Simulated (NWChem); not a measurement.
System: 1,1,1-trifluoroethane (C₂H₃F₃); SMILES CC(F)(F)F

Excerpt of the output:

```
             Northwest Computational Chemistry Package (NWChem) 7.3.0
             --------------------------------------------------------

 C3V symmetry detected

                             Geometry "geometry" -> ""
                             -------------------------

 Output coordinates in angstroms (scale by  1.889725989 to convert to a.u.)

  No.       Tag          Charge          X              Y              Z
 ---- ---------------- ---------- -------------- -------------- --------------
    1 C                    6.0000    -0.00000000     0.00000000    -1.46777050
    2 C                    6.0000     0.00000000     0.00000000     0.03105550
    3 F                    9.0000     0.87958519     0.87958519     0.52304750
    4 F                    9.0000     0.32195053    -1.20153572     0.52304750
    5 F                    9.0000    -1.20153572     0.32195053     0.52304750
    6 H                    1.0000    -0.26771878     0.99914008    -1.83399750
    7 H                    1.0000    -0.73142130    -0.73142130    -1.83399750
    8 H                    1.0000     0.99914008    -0.26771878    -1.83399750

 Effective nuclear repulsion energy (a.u.)     202.2788722426

      Symmetry information
      --------------------

 Group name             C3v
 Group number             17
 Group order               6
 No. of unique centers     4

                                 NWChem DFT Module
                                 -----------------

 Summary of "ao basis" -> "ao basis" (spherical)
 ------------------------------------------------------------------------------
       Tag                 Description            Shells   Functions and Types
 ---------------- ------------------------------  ------  ---------------------
 C                          def2-svp                 6       14   3s2p1d
 F                          def2-svp                 6       14   3s2p1d
 H                          def2-svp                 3        5   2s1p

      Symmetry analysis of basis
      --------------------------

        a1         26
        a2          5
        e          54

  Rotation of axis

            General Information
            -------------------
          SCF calculation type: DFT
          Wavefunction type:  closed shell.
          No. of atoms     :     8
          No. of electrons :    42
           Alpha electrons :    21
            Beta electrons :    21
          Charge           :     0
          Spin multiplicity:     1
          Use of symmetry is: on ; symmetry adaption is: on
          Maximum number of iterations: 200
          AO basis - number of functions:    85
                     number of shells:    39
          Convergence on energy requested:  1.00D-06
          Convergence on density requested:  1.00D-05
          Convergence on gradient requested:  5.00D-04

              XC Information
              --------------
                         B3LYP Method XC Potential
                     Hartree-Fock (Exact) Exchange  0.200
                        Slater Exchange Functional  0.800 local
                    Becke 1988 Exchange Functional  0.720 non-local
              Lee-Yang-Parr Correlation Functional  0.810
                  VWN I RPA Correlation Functional  0.190 local

             Grid Information
             ----------------
          Grid used for XC integration:  medium
          Radial quadrature: Mura-Knowles
          Angular quadrature: Lebedev.
          Tag              B.-S. Rad. Rad. Pts. Rad. Cut. Ang. Pts.
          ---              ---------- --------- --------- ---------
          C                   0.70       49           8.0       434
          F                   0.50       49           9.0       434
          H                   0.35       45           7.0       434
          Grid pruning is: on
          Number of quadrature shells:   192
          Spatial weights used:  Erf1

      Superposition of Atomic Density Guess
      -------------------------------------

 Sum of atomic energies:        -374.62499218

      Non-variational initial energy
      ------------------------------

 Total energy =    -376.516765
 1-e energy   =    -922.094872
 2-e energy   =     343.299234
 HOMO         =      -0.445568
 LUMO         =       0.132746

      Symmetry analysis of molecular orbitals - initial
      -------------------------------------------------

  Numbering of irreducible representations:

     1 a1          2 a2          3 e

  Orbital symmetries:

     1 a1          2 e           3 e           4 a1          5 a1
     6 a1          7 e           8 e           9 a1         10 a1
    11 e          12 e          13 a1         14 e          15 e
    16 e          17 e          18 a2         19 e          20 e
    21 a1         22 a1         23 e          24 e          25 a1
    26 e          27 e          28 a1         29 a1         30 e
    31 e

[...]

                         DFT ENERGY GRADIENTS

    atom               coordinates                        gradient
                 x          y          z           x          y          z
   1 C      -0.000000   0.000000  -2.773684    0.000000   0.000000   0.003712
   2 C       0.000000   0.000000   0.058686   -0.000000  -0.000000   0.002983
   3 F       1.662175   1.662175   0.988416   -0.005418  -0.005418  -0.002729
   4 F       0.608398  -2.270573   0.988416   -0.001983   0.007400  -0.002729
   5 F      -2.270573   0.608398   0.988416    0.007400  -0.001983  -0.002729
   6 H      -0.505915   1.888101  -3.465753    0.000156  -0.000582   0.000497
   7 H      -1.382186  -1.382186  -3.465753    0.000426   0.000426   0.000497
   8 H       1.888101  -0.505915  -3.465753   -0.000582   0.000156   0.000497
```

Level: B3LYP/def2-SVP. Geometry: optimised at PBE0/def2-SVP.

Problem. Which NWChem input produces such a log?

Solution. Several could match; the one computed here: the input that was run:
```
start job
memory heap 200 mb stack 700 mb global 900 mb
geometry units angstroms noautoz
  C      0.000000     0.000000    -1.471583
  C      0.000000     0.000000     0.027243
  F     -0.878538    -0.880631     0.519235
  F     -0.323380     1.201152     0.519235
  F      1.201918    -0.320520     0.519235
  H      0.269672    -0.998615    -1.837810
  H      0.729990     0.732850    -1.837810
  H     -0.999662     0.265765    -1.837810
end
basis spherical
  * library def2-svp
end
dft
  xc b3lyp
  iterations 200
end
task dft gradient
```
